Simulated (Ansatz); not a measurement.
C4H4F6O (`FCC(F)(F)OC(F)C(F)F`). The species carries charge 0 and has multiplicity 1. All single points use the PBE0-D4/def2-TZVP geometry. It is one conformer, not always the lowest.

```xyz
15

F    -2.624    0.540    0.886
C    -2.257    0.721   -0.416
C    -0.752    0.855   -0.515
F    -0.317    1.915    0.205
F    -0.429    1.118   -1.800
O    -0.154   -0.290   -0.079
C     1.236   -0.339   -0.119
F     1.648   -0.880   -1.292
C     1.680   -1.224    1.037
F     1.247   -2.483    0.854
F     3.029   -1.238    1.077
H    -2.572   -0.140   -1.010
H    -2.708    1.637   -0.801
H     1.680    0.656   -0.019
H     1.295   -0.847    1.990
```

Problem. What is the dipole moment at B3LYP/def2-TZVPP? (An estimate is asked.)

Solution. Ansatz gave: 2.18 D, with components (-1.43, 1.64, 0.12) D in this frame, pointing from negative to positive charge.

Problem. And with PBE, r2SCAN, ωB97M-V? (Estimate.)

Solution. Ansatz gave: PBE 2.01 D, r2SCAN 2.09 D, ωB97M-V 2.17 D.

Problem. Give the Mulliken charges with B3LYP, ωB97M-V, r2SCAN in def2-TZVPP. (Best estimate.)

Solution. Ansatz gave: 
```json
{"atom": "F1", "B3LYP": "-0.22", "ωB97M-V": "-0.20", "r2SCAN": "-0.22"}
{"atom": "C2", "B3LYP": "0.07", "ωB97M-V": "0.04", "r2SCAN": "0.14"}
{"atom": "C3", "B3LYP": "0.46", "ωB97M-V": "0.41", "r2SCAN": "0.45"}
{"atom": "F4", "B3LYP": "-0.20", "ωB97M-V": "-0.18", "r2SCAN": "-0.19"}
{"atom": "F5", "B3LYP": "-0.19", "ωB97M-V": "-0.17", "r2SCAN": "-0.18"}
{"atom": "O6", "B3LYP": "-0.25", "ωB97M-V": "-0.24", "r2SCAN": "-0.25"}
{"atom": "C7", "B3LYP": "0.23", "ωB97M-V": "0.17", "r2SCAN": "0.25"}
{"atom": "F8", "B3LYP": "-0.19", "ωB97M-V": "-0.17", "r2SCAN": "-0.19"}
{"atom": "C9", "B3LYP": "0.31", "ωB97M-V": "0.28", "r2SCAN": "0.35"}
{"atom": "F10", "B3LYP": "-0.19", "ωB97M-V": "-0.17", "r2SCAN": "-0.18"}
{"atom": "F11", "B3LYP": "-0.19", "ωB97M-V": "-0.18", "r2SCAN": "-0.19"}
{"atom": "H12", "B3LYP": "0.10", "ωB97M-V": "0.12", "r2SCAN": "0.06"}
{"atom": "H13", "B3LYP": "0.10", "ωB97M-V": "0.11", "r2SCAN": "0.06"}
{"atom": "H14", "B3LYP": "0.09", "ωB97M-V": "0.11", "r2SCAN": "0.06"}
{"atom": "H15", "B3LYP": "0.08", "ωB97M-V": "0.09", "r2SCAN": "0.03"}
```

B3LYP here is the variant with VWN-RPA as its local correlation; programs differ in this.
